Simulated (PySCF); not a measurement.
Unknown compound

Molecular formula: C₆H₁₄AlN. Simulated spectra:

¹H NMR (300 MHz, computed): δ 3.81 (br, 3H), 3.63 (s, 2H), 2.48 (s, 6H), 1.99 (s, 3H).

¹³C{¹H} NMR (computed): δ 91.2 (C), 74.3 (C), 48.8 (CH2), 43.7 (CH3), 4.2 (CH3).

Theoretical values (PySCF 2.14.0 with density-fitted response routines): GIAO B3LYP/pcSseg-1 shieldings, PBE0-D3(BJ)/def2-SVP geometry. Single conformer, non-relativistic Hamiltonian, no solvent model, fast rotation and ring inversion assumed for equivalent nuclei.

δ = σ(ref) − σ, references computed at the same level: ¹H, ¹³C against TMS.

Problem. Propose a structure and justify it.

Solution. 
5 carbon signals for 6 carbons: some carbons are equivalent by symmetry or fast rotation. Carbon types of the structure: 2 × C, 1 × CH2, 3 × CH3, leaving 3 H on heteroatoms. δC 91.2, 74.3: alkyne carbon; the triple bond shields along its axis, which puts it between sp3 and sp2 carbons. δC 48.8: propargylic sp3 CH2 bonded to N; the inductive effect lowers its shielding. δC 43.7: methyl carbon bonded to N; the inductive effect lowers its shielding. δC 4.2: propargylic methyl carbon; aliphatic region, no heteroatom directly attached. δH 3.63: hydrogen on a propargylic sp3 CH2 bonded to N; its carbon carries N, which withdraws density. δH 2.48: hydrogen on a methyl carbon bonded to N; its carbon carries N, which withdraws density. δH 1.99: hydrogen on a propargylic methyl carbon.

These data were computed for `InChI=1S/C6H11N.Al.3H/c1-4-5-6-7(2)3;;;;/h6H2,1-3H3;;;;`.

The shifts were computed for this structure.

Hydrides on Al or Ga are broadened by the quadrupolar metal nucleus. Shifts are as computed. Against solution values, carbons near 30 ppm lie about +2 ppm off and those near 130 ppm about +6 ppm. Of 1309 compounds with measured shifts, 239 miss one by over three times the rms of a fit or turn the order of signals round; such compounds aren't used in these exercises. Multiplicities follow the n + 1 count of equivalent neighbours, as no J values were calculated; m marks all less simple cases, F and P coupling included.
